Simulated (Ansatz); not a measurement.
Relaxation of Hf2Te3 with RKS PBE0-D4/def2-SVP.

```sh
$ ansatz run in.yaml --threads 4 --pin off --events-out ev --progress --plain --max-ram 4787MiB
```

```yaml
crystal:
  periodic: [false, false, false]
  atoms:
    - {symbol: Hf, position_ang: [1.218260, -0.804250, 1.252480]}
    - {symbol: Hf, position_ang: [-0.417930, -0.841120, -1.333050]}
    - {symbol: Te, position_ang: [-2.047950, -1.904430, 0.574700]}
    - {symbol: Te, position_ang: [1.437350, 1.460870, -1.332600]}
    - {symbol: Te, position_ang: [-0.189730, 2.088930, 0.838470]}
basis:
  gaussian: {orbitals: def2-SVP}
hamiltonian: {xc: pbe0, dispersion: d4}
scf: {lower_state_search: "off"}
output: {orbitals: {seedname: orbitals}}
relax: {f_tol: 0.02, max_steps: 100}
```

It took 38 s on 4 threads of Intel Xeon Platinum 8488C on a shared host.

Positions (Å) and forces (eV/Å) at steps 1, 2, 3, 4, 5, 6, 7, 9 of 9:

```xyz
5
step=1 energy=-24492.6735 eV
Hf    1.218   -0.804    1.252   -2.306    0.866   -2.440
Hf   -0.418   -0.841   -1.333    1.027    0.693    3.097
Te   -2.048   -1.904    0.575    1.162    0.472   -0.540
Te    1.437    1.461   -1.333   -0.345   -0.579    0.244
Te   -0.190    2.089    0.838    0.463   -1.453   -0.362
5
step=2 energy=-24494.0226 eV
Hf    1.083   -0.760    1.119   -1.929    0.761   -1.545
Hf   -0.351   -0.776   -1.165    0.655    0.678    0.757
Te   -1.991   -1.885    0.566    0.682   -0.051    0.695
Te    1.434    1.433   -1.334    0.469   -0.215    0.172
Te   -0.176    1.989    0.814    0.122   -1.172   -0.079
5
step=3 energy=-24494.4866 eV
Hf    0.933   -0.709    1.012   -0.219   -0.163    1.045
Hf   -0.323   -0.726   -1.128   -0.951    0.550   -1.753
Te   -1.923   -1.888    0.630    0.778   -0.057    0.759
Te    1.487    1.422   -1.318    0.669   -0.021    0.089
Te   -0.175    1.901    0.804   -0.276   -0.310   -0.141
5
step=4 energy=-24495.0066 eV
Hf    0.825   -0.737    0.971    0.284   -0.158    0.604
Hf   -0.459   -0.585   -1.167   -0.455    0.864   -1.420
Te   -1.754   -1.937    0.714    0.043   -0.321    0.868
Te    1.618    1.362   -1.245    0.419   -0.071    0.251
Te   -0.232    1.896    0.727   -0.290   -0.313   -0.303
5
step=5 energy=-24495.3215 eV
Hf    0.818   -0.781    0.915    0.195    0.139   -0.230
Hf   -0.557   -0.426   -1.221   -0.149    0.002    0.066
Te   -1.667   -1.950    0.837   -0.032    0.037    0.029
Te    1.742    1.325   -1.152    0.033   -0.087    0.281
Te   -0.336    1.833    0.621   -0.047   -0.091   -0.146
5
step=6 energy=-24495.3459 eV
Hf    0.900   -0.800    0.785   -0.045    0.073    0.235
Hf   -0.611   -0.421   -1.244   -0.103   -0.096   -0.005
Te   -1.649   -1.867    0.908   -0.003   -0.059   -0.157
Te    1.792    1.299   -1.019   -0.058    0.088   -0.107
Te   -0.431    1.790    0.569    0.208   -0.005    0.035
5
step=7 energy=-24495.3652 eV
Hf    0.872   -0.768    0.840   -0.022   -0.016   -0.038
Hf   -0.613   -0.422   -1.225    0.023   -0.023    0.031
Te   -1.652   -1.923    0.866    0.022    0.026   -0.010
Te    1.780    1.293   -1.065   -0.053    0.000    0.041
Te   -0.386    1.820    0.585    0.030    0.013   -0.024
5
step=9 energy=-24495.3656 eV
Hf    0.873   -0.771    0.836    0.009    0.002   -0.001
Hf   -0.611   -0.425   -1.226    0.001    0.002   -0.005
Te   -1.651   -1.918    0.866   -0.010   -0.007    0.005
Te    1.775    1.293   -1.061    0.000    0.001    0.001
Te   -0.386    1.821    0.584    0.000    0.003   -0.001
```

In the def2 sets Hf, Te take a core potential; there is no spin–orbit coupling. The structure comes from a short search, and lower isomers may exist.
